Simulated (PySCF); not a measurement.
# UHF on Ni³⁺ (nickel, charge +3)

Configuration: [Ar] 3d7, high-spin 4F determinant. Calculation: PySCF 2.14, in aug-cc-pVDZ (7s6p4d2f, 59 functions); no relativity, point nucleus.

```
Total energy                                     : -1504.815718 hartree
One-electron energy                              : -2053.8918 hartree
Hartree (Coulomb) energy                         : 610.0113 hartree
Exchange energy                                  : -60.9353 hartree
Kinetic energy                                   : 1505.59170 hartree
⟨S²⟩                                             : 3.7530
⟨L²⟩                                             : 12.022
Sum of ⟨r⟩                                       : 14.23 bohr
Sum of ⟨r²⟩                                      : 12.92 bohr²
Density at the nucleus (Gaussians lack the cusp) : 14800 bohr⁻³
Spin density at the nucleus                      : 0.412 bohr⁻³
Langevin diamagnetic susceptibility              : -10.2 ×10⁻⁶ cm³/mol
```

```tsv
shell	electrons	mean orbital energy (hartree)	spread (hartree)	rms radius, mean of both spins (bohr)
1s α	1	-307.07218	0	0.0635
1s β	1	-307.06899	0	0.0635
2s α	1	-39.45350	0	0.268
2s β	1	-39.32527	0	0.268
2p α	3	-34.47584	0	0.239
2p β	3	-34.35029	0	0.239
3s α	1	-6.49215	0	0.799
3s β	1	-6.18566	0	0.799
3p α	3	-4.90626	0	0.839
3p β	3	-4.53678	0	0.839
3d α	5	-2.23344	0.05699	0.994
3d β	2	-2.08359	0	0.994
```

Spin-orbit constants ζ (cm⁻¹) from the X2C one-electron operator on these orbitals (non-relativistic here): bare nucleus, nucleus screened by l(l+1)(2l+1)/3 electrons, and screened by the Breit-Pauli mean field of the electrons.

```
shell   bare  screened nucleus  mean field
   2p  93950             87240       84090
   3p  11900             11050       10580
   3d   1322             849.7       780.2
```

To first order the Landé constant is A = -260.1 cm⁻¹, so the lowest level has J = 9/2 and lies 0.145 eV below the centre of the term. This holds in LS coupling only.
